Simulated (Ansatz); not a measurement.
Spectroscopic constants of MnF, multiplicity 7 (the spin of the measured ground state). No spin–orbit coupling. Mn is treated without relativity.

D_e counts from the fitted minimum to each atom's lowest state at the same level, without counterpoise.

Correlated levels freeze the inner cores; with def2 sets outer-core shells near the valence are correlated too.

Codes used: Ansatz (an electronic-structure program) with Gaussian orbitals. Values without a source in brackets are computed.

Task: Give the bond energy D_e at the level SVWN5/def2-TZVPP.

Result: 5.91 eV

Task: Predict the bond energy D_e from B97M-V/def2-TZVPP.

Result: 4.89 eV

Task: Predict the bond energy D_e from CCSD/def2-TZVPP.

Result: 4.38 eV
